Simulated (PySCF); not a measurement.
Ga(Me)2 (C₂H₆Ga), SMILES [CH3][Ga][CH3], multiplicity 2.

Geometry: B3LYP-D3(BJ)/def2-SVP. The spin state was assumed, not searched. The isomer is the one that the SMILES or the coordinates give; other isomers of the formula were not compared.

The numbers are results of TDA-PBE/def2-SVPD in PySCF 2.14.0, not measurements.

Vertical excitations. Isolated molecule, no solvent.

Computed lowest excited states:
```tsv
state	energy (eV)	λ (nm)	f	main pairs
root 1	2.07	599	0.022	α HOMO→LUMO 99 %
root 2	3.62	342	0.031	β HOMO→LUMO 96 %
root 3	3.88	320	0.001	α HOMO→LUMO+1 99 %
root 4	4.42	281	0.000	α HOMO−1→LUMO 75 %, β HOMO→LUMO+1 25 %
root 5	4.46	278	0.139	α HOMO→LUMO+2 98 %
root 6	4.76	260	0.000	α HOMO−1→LUMO 25 %, β HOMO→LUMO+1 75 %
root 7	4.80	258	0.165	α HOMO→LUMO+3 99 %
root 8	5.51	225	0.000	α HOMO→LUMO+4 98 %
root 9	5.54	224	0.000	α HOMO→LUMO+5 100 %
root 10	5.89	210	0.006	α HOMO→LUMO+6 99 %
```
Unrestricted roots are not spin-pure.
